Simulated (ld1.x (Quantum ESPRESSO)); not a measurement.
**What one change does to a pseudopotential (Mg, ultrasoft)**

ld1.x (Quantum ESPRESSO) 7.5 input, shortened:

```
&input
   title='Mg', zed=12., rel=1, dft='BLYP', iswitch=3,
   config='[Ne] 3s1 3p0'
 /
 &inputp
   pseudotype=3, tm=.true., lloc=-1, rcloc=2.05,
   nlcc=.true., new_core_ps=.true., rcore=1.75,
   which_augfun='PSQ', rmatch_augfun_nc=.true.
 /
4
3S  1  0   1.00   0.00  1.85  2.40  0.0
3S  1  0   0.00   3.70  1.85  2.40  0.0
3P  2  1   0.00   0.00  2.05  2.50  0.0
3P  2  1   0.00  -0.20  2.05  2.50  0.0
 &test
   configts(1)='3s1 3p0'
 /
```

All-electron outer shells of the reference configuration (BLYP, scalar-relativistic, ld1.x):

```csv
shell,level (eV),outermost node (bohr),outermost maximum (bohr)
3s,-11.41,0.90,2.32
3p,-7.03,0.94,2.90
```

Change: functional PW91.

Cutoffs: the cutoffs (Ry, on a coarse ladder) from which the occupation-weighted sum of valence levels, in a spherical-Bessel basis at the reference potential, stays within 10 and 1 mRy of its value at 400 Ry; they do not see the model core or the augmentation charge, which bear on the density cutoff. Errors are all-electron minus pseudo energies relative to the spin-unpolarised reference configuration.

Task: How do hardness, ghosts and transferability respond?

Result: Both files are so soft that the ladder of cutoffs tells neither apart; of the 5 tests that both files solve, the error grows in 1 and shrinks in 3 by more than 15 % and 0.3 meV (median size 0.6 → 0.2 meV); neither file shows a bound ghost.

```csv
quantity,base,changed
"cutoff, loose",6 Ry,6 Ry
"cutoff, tight",6 Ry,6 Ry
bound ghosts,none,none
"error for 3s2 3p0, meV [ΔE -7.89 → -7.99 eV]",-1.5,-0.2
"error for 3s1.5 3p0, meV [ΔE -4.80 → -4.83 eV]",-0.5,0.0
"error for 3s1 3p1, meV [ΔE -4.36 → -4.50 eV]",+0.1,+0.4
"error for 3s0 3p1, meV [ΔE 4.45 → 4.35 eV]",-0.6,+0.2
"error for 3s0 3p2, meV [ΔE -0.56 → -0.81 eV]",+0.7,+0.9
s: phases at 2.71 bohr within 0.05 rad from the reference energy up to (Ry; the scan ends near 5),to the end of the scan,to the end of the scan
p: phases at 2.71 bohr within 0.05 rad from the reference energy up to (Ry; the scan ends near 5),2.7,2.7
lowest overlap eigenvalue by channel,"s 0.75, p 0.77","s 0.77, p 0.78"
```
